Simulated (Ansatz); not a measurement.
Computed with Ansatz on PBE0-D4/def2-TZVP structures; ΔE is electronic, products minus reactants. CCSD(T)/CBS is the MP2 limit (def2-TZVPP, def2-QZVPP) plus CCSD(T) − MP2 in def2-TZVPP, frozen cores. This one scheme is used for every species. DFT in def2-TZVPP. B3LYP here is the variant with VWN-RPA as its local correlation; programs differ in this. For Ga outer-core shells are correlated without core-valence functions, which leaves a few kJ/mol of doubt a bond. Scalar relativity is left out up to krypton. Each species was taken in one conformer, which may not be the lowest.

`[SiH3][S][GaH][SiH3]` + NH₃ → `[NH2][GaH][SiH3]` + `[SiH3]S`  (ligand exchange at a Ga–S bond)

`[SiH3][S][GaH][SiH3]`:

Cartesian coordinates in Å:
```
Si 1.869 -0.932 1.795
S -0.218 -0.753 1.367
Ga -0.083 0.315 -0.564
Si -2.170 0.833 -1.638
H 1.990 -1.647 3.091
H 2.568 -1.708 0.740
H 2.509 0.403 1.910
H 1.372 0.637 -1.057
H -2.217 0.197 -2.984
H -2.295 2.305 -1.822
H -3.325 0.350 -0.839
```

NH₃:

Z-matrix (Å, degrees):
```
N
H 1 1.013
H 1 1.013 2 107.1
H 1 1.013 2 107.1 3 -114.5
```

`[NH2][GaH][SiH3]`:

```xyz
9

N    -0.011   -0.164   -1.968
Ga    0.638   -0.630   -0.336
Si   -0.335    0.455    1.574
H     0.318   -0.551   -2.837
H    -0.742    0.512   -2.111
H     1.777   -1.705   -0.349
H    -0.948   -0.540    2.499
H    -1.396    1.424    1.181
H     0.698    1.200    2.348
```

`[SiH3]S`:

```xyz
6

Si    0.157    0.080   -0.498
S    -0.052   -0.971    1.351
H    -1.162    0.353   -1.124
H     0.950   -0.825   -1.362
H     0.875    1.367   -0.317
H    -0.768   -0.004    1.949
```

```json
{"level": "ωB97M-V", "ΔE (kJ/mol)": "56.5"}
{"level": "B3LYP", "ΔE (kJ/mol)": "50.7"}
{"level": "r2SCAN0", "ΔE (kJ/mol)": "60.3"}
{"level": "CCSD(T)/def2-TZVPP", "ΔE (kJ/mol)": "55.8"}
```

Task: What does CCSD(T)/CBS give? (Estimate.)

Result: The calculation gave: +57.9 kJ/mol. The listed levels differ from it by -1.4, -7.2, 2.4, -2.1 kJ/mol.

Task: What do rigid-rotor, harmonic-oscillator terms from PBE0-D4/def2-TZVP frequencies (298.15 K, 1 bar) make of the CCSD(T)/CBS value? (Estimate.)

Result: Ansatz gave: ΔZPE = -5.8 kJ/mol, ΔH = +49.0 kJ/mol, ΔS = 6 J/(mol·K), ΔG = +47.0 kJ/mol. Modes under 50 cm⁻¹ make the entropy rough.

Largest T1 diagnostic among the species: 0.015.

At CCSD(T), def2-SVP lies −9.1 kJ/mol from the extrapolated value and def2-TZVPP −2.1 kJ/mol. The D4 term adds +8.1 kJ/mol with B3LYP and +4.6 kJ/mol with PBE0; it sums over pairs of atoms, weighted by their polarisabilities, and B3LYP, whose exchange is more repulsive, gets the larger term.
